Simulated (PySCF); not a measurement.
C3H6, SMILES C1CC1. Atoms are numbered in the order given.

```xyz
9

C      0.8643     0.0000     0.0000
C     -0.4322    -0.7485     0.0000
C     -0.4322     0.7485     0.0000
H      1.4516     0.0000     0.9097
H      1.4516     0.0000    -0.9097
H     -0.7258    -1.2571    -0.9097
H     -0.7258    -1.2571     0.9097
H     -0.7258     1.2571     0.9097
H     -0.7258     1.2571    -0.9097
```
Charge 0, spin multiplicity 1.

Geometry: PBE0-D3(BJ)/def2-TZVP.

These are HF/def2-TZVPD in PySCF values and carry that method's errors.

Isolated molecule, no solvent.

```json
{
  "total_energy": "-117.10242 hartree",
  "point_group": "D3h",
  "highest_occupied_level": "-11.45 eV",
  "lowest_empty_level": "2.29 eV",
  "orbital_gap": "13.74 eV",
  "dipole_moment": "0.00 D",
  "quadrupole, principal values (traceless, Buckingham form, about the centre of nuclear charge)": "-1.17, -1.17, 2.34 D·Å",
  "mean_static_polarisability": "34.6 bohr³ (5.13 Å³)",
  "polarisability_principal_values": "31.8, 36.0, 36.0 bohr³"
}
```
